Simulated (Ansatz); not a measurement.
`C[O][In]([NH2])[NH2]`. Charge 0, multiplicity 1. In: def2 effective core potential. All single points use the PBE0-D4/def2-TZVP geometry. It is one conformer, not always the lowest.

```xyz
12

C     1.822    1.069   -0.618
O     0.450    1.021   -0.887
In   -0.764   -0.220    0.085
N     0.080   -1.297    1.571
N    -2.714    0.056   -0.327
H     2.048    1.300    0.433
H     2.341    0.131   -0.868
H     2.276    1.859   -1.229
H    -0.395   -2.145    1.847
H     1.061   -1.503    1.446
H    -3.315   -0.749   -0.225
H    -2.889    0.479   -1.228
```

(1) What is the dipole moment at r2SCAN/def2-TZVPP? (Estimate.)

(2) And with PBE, B3LYP, ωB97M-V? (Best estimate.)

(3) Give the Mulliken charges with r2SCAN, B3LYP, PBE in def2-TZVPP. (Best estimate.)

Results:

(1) Computed: 2.60 D, with components (-0.31, -2.58, -0.11) D in this frame, pointing from negative to positive charge.

(2) Computed: PBE 2.53 D, B3LYP 2.67 D, ωB97M-V 2.74 D.

(3) Ansatz gave: 
```json
{"atom": "C1", "r2SCAN": "0.03", "B3LYP": "-0.11", "PBE": "-0.13"}
{"atom": "O2", "r2SCAN": "-0.54", "B3LYP": "-0.53", "PBE": "-0.46"}
{"atom": "In3", "r2SCAN": "0.82", "B3LYP": "0.82", "PBE": "0.69"}
{"atom": "N4", "r2SCAN": "-0.51", "B3LYP": "-0.48", "PBE": "-0.46"}
{"atom": "N5", "r2SCAN": "-0.51", "B3LYP": "-0.47", "PBE": "-0.45"}
{"atom": "H6", "r2SCAN": "0.04", "B3LYP": "0.08", "PBE": "0.08"}
{"atom": "H7", "r2SCAN": "0.03", "B3LYP": "0.07", "PBE": "0.07"}
{"atom": "H8", "r2SCAN": "0.04", "B3LYP": "0.09", "PBE": "0.09"}
{"atom": "H9", "r2SCAN": "0.14", "B3LYP": "0.13", "PBE": "0.14"}
{"atom": "H10", "r2SCAN": "0.15", "B3LYP": "0.13", "PBE": "0.14"}
{"atom": "H11", "r2SCAN": "0.14", "B3LYP": "0.12", "PBE": "0.14"}
{"atom": "H12", "r2SCAN": "0.16", "B3LYP": "0.14", "PBE": "0.15"}
```

B3LYP here is the variant with VWN-RPA as its local correlation; programs differ in this.
